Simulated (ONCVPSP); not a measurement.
lutetium: ONCV pseudisation with PBEsol, fully relativistic reference atom.

- Element: lutetium
- Generator: ONCVPSP 4.0.1
- Type: optimised norm-conserving Vanderbilt (ONCV)
- Functional: PBEsol
- Relativity: fully relativistic
- Frozen core: [Kr]
- Valence charge: 35
- Reference configuration: 4d10 4f14 5s2 5p6 5d1 6s1 (charge +1)
- Partial waves: 5s+6s: rc 2.15 bohr, ncon 4, nbas 7, qcut 4.9 1/bohr, 2 projectors; 5p: rc 1.85 bohr, ncon 4, nbas 7, qcut 5.9 1/bohr, 1 projector; 4d+5d: rc 0.95 bohr, ncon 4, nbas 9, qcut 15.1 1/bohr, 2 projectors; 4f: rc 1.00 bohr, ncon 4, nbas 8, qcut 17.2 1/bohr, 2 projectors, debl 2.9 Ha
- Local potential: polynomial inside 0.65 bohr (lpopt 5, dvloc0 4 Ha)
- Core correction: Teter function fitted to the true core (icmod 2), fcfact 0.3

Open shells are filled in proportion to 2j + 1.

- Cutoffs needed: 129 Ha and 140 Ha (the cutoffs (Ha) at which the residual kinetic energy of the hardest occupied pseudo-wave falls to 1 and 0.1 mHa per electron)
- Ghost test: ghosts flagged at negative energy: s at -498.7 eV, p3/2 at -259.3 eV, p1/2 at -217.7 eV; no localised positive-energy state flagged; a true bound ghost makes a file unfit for plane-wave use
- Largest excitation error: +141 meV (all-electron minus pseudo) for 4d10 4f13 5s2 5p6 5d2 6s1, out of 4 test configurations
- rms error of d²Exc/dni dnj: 5.86 mHa without and 3.73 mHa with the model core
